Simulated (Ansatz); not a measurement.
A structure relaxed at PBE0-D4/def2-TZVP, charge 0, multiplicity 1:

| atom | x (Å) | y (Å) | z (Å) |
| --- | --- | --- | --- |
| C1 | -0.2088 | -0.0026 | -1.6388 |
| C2 | -0.3618 | 0.4300 | -0.2202 |
| O3 | -0.7895 | 1.4712 | 0.1661 |
| O4 | 0.0217 | -0.5702 | 0.6415 |
| B5 | 0.4515 | -0.3590 | 1.9199 |
| F6 | 0.9744 | 0.7743 | 2.3265 |
| F7 | 0.4051 | -1.3752 | 2.7535 |
| H8 | -0.7677 | -0.9261 | -1.8018 |
| H9 | 0.8413 | -0.2218 | -1.8437 |
| H10 | -0.5662 | 0.7795 | -2.3030 |

Question: Give its formula and SMILES.

Answer: C2H3BF2O2, `CC(=O)OB(F)F`.

Question: Summarise the bond lengths by kind.

Answer: 1 × C–C 1.491 Å; 3 × C–H 1.087 to 1.092 Å; 2 × C–O 1.190 to 1.375 Å; 1 × B–O 1.365 Å; 2 × B–F 1.313 to 1.315 Å.

Results of the Gaussian-basis code of Ansatz.
